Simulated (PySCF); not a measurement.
## Potential energy of HgCl along the bond

Set-up: basis Hg cc-pVDZ-PP with ECP60, Cl cc-pV(D+d)Z; scalar-relativistic core potentials; PySCF 2.14. Energies in eV from Hg + Cl in their ground configurations at the same level. All curves are PBE0. state 1: ²Σ⁺ (doublet), unpaired electrons σ ↑; state 2: quartet, unpaired electrons σ ↑, π ↑↑, a mixture of terms (⟨Lz²⟩ = 2.0), a second solution, started from another occupation.

```tsv
R (Å)	state 1	state 2
2.083	-0.315	6.3988
2.180	-0.756	5.8405
2.277	-0.980	5.4687
2.349	-1.052	5.2728
2.422	-1.070	5.1272
2.495	-1.049	5.0198
2.591	-0.984	4.9215
2.713	-0.871	4.8507
2.858	-0.722	4.8175
3.052	-0.538	4.8237
```

Question: Put a parabola through the three lowest points of the state 1 curve and estimate Re, k and ωe (reduced mass 29.81 u; 1 eV/Å² = 0.16022 mdyn/Å; ωe = 1302.8·√(k/μ) cm⁻¹).

Answer: Through R = 2.349, 2.422, 2.495 Å the second-order coefficient is 3.66 eV/Å², so Re ≈ 2.419 Å, k ≈ 1.17 mdyn/Å and ωe ≈ 258 cm⁻¹. A polynomial fit of higher order to the unrounded PBE0 energies gives Re = 2.414 Å, k = 1.19 mdyn/Å, ωe = 260 cm⁻¹; anharmonicity and rounding make the difference.

The higher-order fit for each curve: state 1: Re = 2.414 Å, ωe = 260 cm⁻¹, De = 1.07 eV; state 2: Re = 2.920 Å, ωe = 107 cm⁻¹, minimum 4.81 eV above the ground-state fragments.

These are scalar-relativistic numbers at best; spin–orbit coupling would shift them, the dissociation energy most. Counting both spins, an empty level lies below a filled one in some of these solutions, because spin and occupation are held. The state was picked by a PBE0 search and need not be the measured ground state.
